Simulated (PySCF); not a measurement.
## Dipole moment and polarisability of `CO[C@@H]1CC[C@H]([BH2-][NH3+])C1`

Compound: C6H16BNO.
Numbering: `[CH3:1][O:2][C@@H:3]1[CH2:4][CH2:5][C@H:6]([BH2-:7][NH3+:8])[CH2:9]1` (hydrogens: H10, H11, H12 on C1; H13 on C3; H14, H15 on C4; H16, H17 on C5; H18 on C6; H19, H20 on B7; H21, H22, H23 on N8; H24, H25 on C9)

Geometry (PBE0-D3(BJ)/def2-SVP, Å), atoms numbered from 1 in this order:
```xyz
25
C6H16BNO angstrom
C      3.3939    0.2705    1.0977
O      2.6678    0.3408   -0.0864
C      1.5549   -0.5220   -0.1224
C      0.9368   -0.4823   -1.5315
C     -0.4646    0.1083   -1.3544
C     -0.8868   -0.3110    0.0609
B     -2.1340    0.4771    0.7104
N     -3.4306    0.2279   -0.2604
C      0.4185   -0.1070    0.8327
H      2.8094    0.5983    1.9792
H      4.2667    0.9323    0.9996
H      3.7561   -0.7591    1.2994
H      1.9006   -1.5495    0.1175
H      1.5882    0.1016   -2.1982
H      0.8739   -1.5010   -1.9452
H     -0.4215    1.2112   -1.4049
H     -1.1551   -0.2255   -2.1503
H     -1.0910   -1.4043    0.0369
H     -2.4840    0.0552    1.8101
H     -1.9802    1.6981    0.7079
H     -4.2501    0.7285    0.0830
H     -3.6660   -0.7644   -0.3130
H     -3.2370    0.5511   -1.2099
H      0.4337   -0.6352    1.7980
H      0.5450    0.9699    1.0434
```

Level: B3LYP/def2-SVPD (PySCF), static field, nuclei fixed, core orbitals frozen in the response. The polarisability tensor in these axes (au):

```
x   121.24  -1.13   3.72
y    -1.13  91.44   1.83
z     3.72   1.83 100.75
```

Give the principal values, the mean and the anisotropy Δα = √{½[(α1 − α2)² + (α2 − α3)² + (α1 − α3)²]}.

Principal values 90.98, 100.53 and 121.91 au; mean 104.48 au = 15.48 Å³ = 17.23 × 10⁻⁴⁰ C²·m²/J; Δα = 27.43 au (26 % of the mean).

What is the dipole moment, and where does it point?

(-4.85, -1.42, -1.87) D, 5.39 D in size, pointing from the negative to the positive side. Measured along this direction, the outermost atoms are H11 at the negative end and H22 and H21 at the positive end.

Give the eigenvalues of the traceless quadrupole moment Θ = ½Σq(3rr − r²1), origin at the centre of nuclear charge.

-20.05, -10.95, 31.00 D·Å. The values depend on the origin, since the dipole doesn't vanish. The electronic extent ⟨r²⟩ about the same centre is 1729 bohr², a root-mean-square distance of 2.59 Å for the 72 electrons.

What depolarisation ratio follows for Rayleigh scattering of linearly polarised light, taking the static tensor?

ρ = 3Δα²/(45ᾱ² + 4Δα²) = 2257.9/(491185 + 3010.6) = 0.00457.

How large is μ²/3kT at 273 K beside α?

In Gaussian units μ²/3kT = 256.73 Å³ against 15.48 Å³, a ratio of 16.58; the Debye molar polarisation (4π/3)N_A(α + μ²/3kT) is 686.7 cm³/mol, leaving out the vibrational part.

Along which axes do the principal values lie, and how far do the nuclei extend along each?

Largest value along (0.98, -0.03, 0.17), where the nuclei span 8.54 Å; middle along (-0.16, 0.21, 0.96), 4.51 Å; least along (0.06, 0.98, -0.21), 2.89 Å. The response follows the extents in order.

The structure is a single PBE0-D3(BJ)/def2-SVP conformer in the gas phase; no vibrational or solvent corrections.
